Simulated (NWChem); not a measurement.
# Atomisation of C$_{2}$H$_{6}$N

```xyz
9

C      0.1229    -1.2289     0.0000
C     -0.4834     0.1701     0.0000
N      0.5168     1.2013     0.0000
H     -0.6595    -2.0045     0.0000
H      0.7565    -1.3745     0.8890
H      0.7565    -1.3745    -0.8890
H     -1.1599     0.2973    -0.8763
H     -1.1599     0.2973     0.8763
H      0.0119     2.1022     0.0000
```
Charge 0, spin multiplicity 2.

All runs are NWChem calculations. The geometry was optimised at UB3LYP/def2-SVP, a minimum by its harmonic frequencies. It is one conformer; others weren't searched.

Basis set: def2-TZVP. The atomisation energy is electronic alone: no zero-point, thermal, spin-orbit or counterpoise terms. No value is extrapolated to the basis-set limit. Free atoms are single determinants with multiplicities C 3, N 4, H 2.

B3LYP has NWChem's definition, with VWN1-RPA local correlation. The structure started from a generated list of species. The unpaired electrons of the parent sit in orbitals of symmetry a" (Cs labels of the run); other states weren't searched. No SCF solution was tested for a lower state. Open-shell Hartree-Fock references start from PBE0 orbitals.

Q: For the atomisation energy, LDA (SVWN5) gives 877.8 kcal/mol and B3LYP gives 771.7 kcal/mol. What do TPSS, HF give?

A: TPSS: 778.9 kcal/mol; HF: 562.2 kcal/mol.
